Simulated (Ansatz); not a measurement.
`[OH][SnH]([OH])[Cl]` + F• → `[OH][Sn]([OH])[Cl]`• + H–F  (hydrogen abstraction from the Sn–H bond)

Gas-phase electronic energies from Ansatz, PBE0-D4/def2-TZVP geometries. CCSD(T)/CBS adds triple-zeta CCSD(T) − MP2 to the extrapolated MP2 energy (def2 sets, frozen cores). This one scheme is used for every species, atoms too. DFT in def2-TZVPP. No spin–orbit coupling; open shells (•) take unrestricted orbitals. Spin–orbit coupling would lower the free atoms: a little for F. Elements past krypton have def2 core potentials. Bonds to Sn are less sure, by a few kJ/mol each and by 10 to 20 or more in all where they break to atoms, as the def2 sets lack core-valence functions. Each species was taken in one conformer, which may not be the lowest.

`[OH][SnH]([OH])[Cl]`:

Cartesian coordinates in Å:
```
O 0.788 0.851 -1.199
Sn 0.142 0.133 0.493
O 0.095 -1.800 0.324
Cl -2.025 0.951 0.689
H 0.150 1.437 -1.614
H 1.094 0.525 1.831
H -0.245 -2.097 -0.524
```

`[OH][Sn]([OH])[Cl]`•:

```xyz
6

O     1.330    0.497    0.454
Sn   -0.525   -0.148    0.596
O    -1.374    0.713   -0.947
Cl   -0.559   -2.471    0.240
H     1.975   -0.050    0.911
H    -0.847    1.459   -1.254
```

H–F:

Cartesian coordinates in Å:
```
F -0.316 0.227 -0.246
H 0.316 -0.227 0.246
```

CCSD(T)/CBS gives -64.4 kcal/mol.

Another level gave -64.7 kcal/mol. Which?
A. r2SCAN0-D4/def2-TZVPP
B. r2SCANh/def2-TZVPP
C. r2SCAN/def2-TZVPP
D. RPA@PBE/def2-TZVPP

B. r2SCANh -64.7, r2SCAN0-D4 -61.1, r2SCAN -67.1, RPA@PBE/def2-TZVPP -54.7 kcal/mol.

Largest T1 diagnostic among the species: 0.018.

From PBE to PBE0 (25 % exact exchange), in def2-TZVPP and without D4, ΔE moves by +8.8 kcal/mol. In def2-TZVPP, CCSD(T) changes the Hartree–Fock value by −24.8 kcal/mol (the triples alone add −2.0 kcal/mol) and MP2 by −31.2 kcal/mol.

CCSD(T)/CBS has its own doubt, a few kJ/mol and more with outer-core shells, so smaller differences from it don't rank the levels.
